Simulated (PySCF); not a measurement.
C6H14O.
Atom-mapped SMILES: `[CH3:1][CH2:2][O:3][C:4]([CH3:5])([CH3:6])[CH3:7]` (hydrogens: H8, H9, H10 on C1; H11, H12 on C2; H13, H14, H15 on C5; H16, H17, H18 on C6; H19, H20, H21 on C7)

The calculation used PySCF, PBE0-D3(BJ)/def2-SVP geometry optimisation, gas phase.

Q: List the bond lengths, angles and torsions at this level.

A: 
```json
{"bond": "C1–C2", "length (bohr)": "2.856", "order": "single"}
{"bond": "C2–O3", "length (bohr)": "2.645", "order": "single"}
{"bond": "O3–C4", "length (bohr)": "2.689", "order": "single"}
{"bond": "C4–C5, C4–C6, C4–C7", "length (bohr)": "2.886", "order": "single"}
{"bond": "C1–H8, C1–H9, C1–H10", "length (bohr)": "2.079", "order": "single"}
{"bond": "C2–H11, C2–H12", "length (bohr)": "2.093", "order": "single"}
{"bond": "C5–H13 and 8 like bonds", "length (bohr)": "2.079", "order": "single"}
```

Bonds in one row agree within 0.02 bohr and their mean is given. Orders are formal, as drawn. A selection of angles:
```json
{"angle": "C2–C1–H8", "degrees": "110.4"}
{"angle": "C2–C1–H9", "degrees": "110.9"}
{"angle": "H8–C1–H9", "degrees": "108.6"}
{"angle": "H8–C1–H10", "degrees": "107.9"}
{"angle": "C1–C2–O3", "degrees": "107.9"}
{"angle": "C1–C2–H11", "degrees": "109.7"}
{"angle": "O3–C2–H11", "degrees": "111.4"}
{"angle": "H11–C2–H12", "degrees": "106.7"}
{"angle": "C2–O3–C4", "degrees": "118.9"}
{"angle": "O3–C4–C5", "degrees": "103.7"}
{"angle": "O3–C4–C6", "degrees": "111.0"}
{"angle": "C5–C4–C6", "degrees": "110.0"}
{"angle": "C6–C4–C7", "degrees": "110.7"}
{"angle": "C4–C5–H13", "degrees": "109.9"}
{"angle": "C4–C5–H15", "degrees": "111.2"}
{"angle": "H13–C5–H14", "degrees": "108.0"}
{"angle": "H13–C5–H15", "degrees": "108.9"}
```

Dihedral angles: C1–C2–O3–C4 179° (antiperiplanar); C2–O3–C4–C5 179° (antiperiplanar). The mirror-image conformer, all signs reversed, is as good.

O3 (ether oxygen) is bent (angle 118.9°). Of the pairs four or more bonds apart, H11···H16 is among the closest relative to their van der Waals radii: 2.20 Å, 92 % of the sum of Bondi's values. The C–O distances run from 1.400 Å (C2–O3, drawn single) to 1.423 Å (O3–C4, drawn single), a spread of 0.023 Å.

Point group: near Cs, missed by 0.09 Å at most; the miss may be what the optimiser left on a soft mode. Whether it is a minimum is left open (no frequencies). One conformer, not necessarily the lowest.

Rough CPU time on one thread of a shared machine: about 1.8 min. This is the geometry optimisation.
